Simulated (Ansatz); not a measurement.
CHN (SMILES [C-]#[NH+]), charge 0, multiplicity 1, relaxed at each level with Ansatz (an electronic-structure program); harmonic frequencies from differences of analytic forces, average atomic masses, frozen cores.

```tsv
mode	HF/def2-TZVPP (cm⁻¹)	PBE/def2-TZVPP (cm⁻¹)	r2SCAN/def2-TZVPP (cm⁻¹)	B3LYP/def2-TZVPP (cm⁻¹)	CCSD(T)/cc-pVTZ (cm⁻¹)	CCSD(T)/cc-pVQZ (cm⁻¹)
1	544	457	473	470	473	___
2	544	457	473	470	473	___
3	2288	2034	2091	2108	2045	2054
4	4051	3710	3799	3808	3824	___
```

Q: Modes are in rising order at each level. What belongs in the gaps?

A: 
- 2, CCSD(T)/cc-pVQZ (cm⁻¹): 467
- 4, CCSD(T)/cc-pVQZ (cm⁻¹): 3820
- 1, CCSD(T)/cc-pVQZ (cm⁻¹): 467
